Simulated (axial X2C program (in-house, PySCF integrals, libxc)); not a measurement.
Levels of PSe by electron attachment to PSe⁺ (EOM-EA-CCSD)

Calculated with an axial X2C code built on PySCF integrals: two-component X2C with atomic mean-field Coulomb and Gaunt terms, Gaussian nuclei, basis Se dyall-acv3z, P dyall-av3z with contracted cores.

R = 1.872 Å (0.920 times 2.035 Å, the PBE0 minimum at charge 0 for the lowest determinant).

Levels of PSe obtained by attaching an electron to PSe⁺:

| Ω | binding energy (eV) | above lowest (cm⁻¹) | attached spinor | one-particle weight |
| --- | --- | --- | --- | --- |
| 1/2 | 7.305 | 0 | 45% P pπ, 21% Se pπ, 15% Se dπ | 0.95 |
| 3/2 | 7.198 | 868 | 41% P pπ, 24% Se pπ, 15% Se dπ | 0.95 |
| 1/2 | 3.250 | 32709 | 32% Se sσ, 27% P sσ, 19% P dσ | 0.98 |
| 1/2 | 2.946 | 35163 | 27% Se pσ, 25% P sσ, 23% P pσ | 0.97 |
| 1/2 | 2.171 | 41415 | 55% P pπ, 41% Se pπ | 0.99 |
| 3/2 | 2.165 | 41455 | 56% P pπ, 40% Se pπ | 0.99 |
| 1/2 | 1.704 | 45178 | 47% Se pσ, 24% P pσ, 10% P dσ | 0.98 |

(1) What is the splitting of the first π pair in the table, and is it regular or inverted?

This point took 18 s on 1 thread of Arm Neoverse N1, with other jobs on the host.

Reference electrons by ω block (each with its −ω partner): 1/2: 17, 3/2: 6, 5/2: 1. 10 electrons of PSe⁺ correlated (inner shells frozen), 92 natural virtual spinors (a truncated set); levels can be off by some tenths of an eV. Roots sought by Ω: (1/2: 5, 3/2: 4, 5/2: 2, 7/2: 1); rows need 60 % one-particle weight and stop where some Ω has no more roots. Missing are any skipped roots, higher Ω and states of a further excitation; these come out far too high here and may in truth be low or lowest. T1 of the reference 0.019 (Lee–Taylor). The reference was not checked to be the lowest state of its species. Number of frozen shells: Se 3 s, 2 p, 1 d; P 2 s, 1 p.

Results:

(1) E(3/2) − E(1/2) = 868 − 0 = 868 cm⁻¹ at EOM-EA-CCSD: regular, Ω = 1/2 lower. Splittings at this level can be off by ten to twenty per cent.
